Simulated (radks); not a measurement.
The numbers below are computed, except where a source is named.
Removal energies from the manganese ion Mn13+, [Ne] 3s2, by Delta-SCF beside the eigenvalue of the level emptied. Code: a radial shooting solver on a logarithmic mesh with Libxc functionals. Model: scalar-relativistic Kohn-Sham, BLYP, spin-polarised, spherical densities, finite nucleus; Fermi nuclear charge, rms radius of each element as measured or else 0.836 A^(1/3) + 0.57 fm. Open shells are filled with parallel spins first.

| removed from | final configuration | Delta-SCF (eV) | -eigenvalue (eV) |
|---|---|---|---|
| 3s | [Ne] 3s1 | 403.70 | 390.10 |
| 2p | [He] 2s2 2p5 3s2 | 1049.6 | 1007.0 |
| 2s | [He] 2s1 2p6 3s2 | 1154.8 | 1117.3 |
| 1s | 1s1 2s2 2p6 3s2 | 6965.8 | 6825.1 |
